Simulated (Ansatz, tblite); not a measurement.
Removing and adding an electron: 1CB, `Cc1ccc(-c2ccc(C#N)cc2)cc1`. Charge 0, multiplicity 1. Geometry: PBE-D4/def2-SVP. Ansatz, gas phase; energy differences of separate SCF runs; the oxidised species was run as a doublet alone; the reduced species was run as a doublet alone.

```xyz
26

C    -1.032    4.053    2.157
C    -0.712    2.763    1.448
C    -1.648    1.711    1.382
C    -1.342    0.502    0.746
C    -0.078    0.292    0.152
C     0.250   -0.986   -0.523
C    -0.743   -1.726   -1.208
C    -0.441   -2.931   -1.846
C     0.879   -3.438   -1.817
C     1.197   -4.674   -2.468
N     1.459   -5.687   -3.001
C     1.883   -2.709   -1.135
C     1.566   -1.505   -0.503
C     0.862    1.346    0.217
C     0.548    2.554    0.848
H    -0.605    4.928    1.627
H    -2.124    4.208    2.257
H    -0.604    4.059    3.183
H    -2.639    1.841    1.846
H    -2.088   -0.306    0.738
H    -1.768   -1.330   -1.267
H    -1.223   -3.489   -2.381
H     2.909   -3.102   -1.102
H     2.353   -0.966    0.046
H     1.843    1.230   -0.267
H     1.298    3.361    0.872
```

The xTB rows come from tblite.

```
           level  −HOMO (eV)  vertical IE (eV)  −LUMO (eV)  vertical EA (eV)  HOMO–LUMO gap (eV)  IE − EA (eV)                       remarks
        GFN1-xTB       11.51             13.67        8.49              6.26                3.03          7.40                             –
        GFN2-xTB       10.62             12.83        7.67              5.37                2.95          7.46                             –
 PBE-D4/def2-SVP        5.85              7.99        2.57              0.52                3.28          7.47  HOMO above zero (-1 doublet)
PBE0-D4/def2-SVP        6.76              8.23        1.86              0.46                4.91          7.76  HOMO above zero (-1 doublet)
```

Relaxing the reduced species (PBE-D4/def2-SVP) changes its energy by -0.19 eV at PBE-D4/def2-SVP, so the adiabatic electron affinity to this nearest minimum is 0.71 eV. At PBE0-D4/def2-SVP it is 0.60 eV. The highest occupied level of the relaxed charge -1 doublet lies above zero (up to 1.24 eV). By energy differences its removal costs 0.71 eV (each at its own geometry, to the charge 0 singlet, at PBE-D4/def2-SVP); self-interaction error and the lack of diffuse functions both raise the level.     A HOMO above zero means that the electron is unbound at that level or that self-interaction error raises the level; the energy of removing that electron tells which. Raw xTB energy differences between charge states are shifted by several eV; the methods need an empirical correction for them. Sets without diffuse functions give affinities that are too small.
